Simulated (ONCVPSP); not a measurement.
Configuration tests for Ta (ONCV)

```json
{
 "Element": "Ta (Z = 73)",
 "Generator": "ONCVPSP 4.0.1",
 "Type": "optimised norm-conserving Vanderbilt (ONCV)",
 "Functional": "PBEsol",
 "Relativity": "scalar-relativistic",
 "Frozen core": "[Kr] 4d10 4f14",
 "Valence charge": "13",
 "Reference configuration": "5s2 5p6 5d3 6s2",
 "Partial waves": "5s+6s: rc 1.85 bohr, ncon 4, nbas 7, qcut 6.7 1/bohr, 2 projectors; 5p: rc 1.50 bohr, ncon 4, nbas 9, qcut 5.8 1/bohr, 2 projectors, debl 3.7 Ha; 5d: rc 1.50 bohr, ncon 4, nbas 8, qcut 6.1 1/bohr, local",
 "Local potential": "the d channel",
 "Core correction": "none"
}
```

Energies are relative to the spin-unpolarised reference configuration 5s2 5p6 5d3 6s2; without spin polarisation the order of configurations can differ from experiment.

| valence configuration | charge | ΔE all-electron (eV) | error AE − PS (meV) |
| --- | --- | --- | --- |
| 5s2 5p6 5d3 6s1 | +1 | 8.505 | -3.1 |
| 5s2 5p6 5d3 6s0 | +2 | 23.483 | -4.6 |
| 5s2 5p6 5d2 6s0 | +3 | 47.094 | -9.8 |
| 5s2 5p6 5d3 6s1 6p1 | 0 | 4.223 | 0.0 |

Levels in the configuration 5s2 5p6 5d3 6s0:

```
level  all-electron (eV)  pseudo (eV)
   5s            -88.587      -88.652
   5p            -54.977      -55.004
   5d            -18.325      -18.318
```
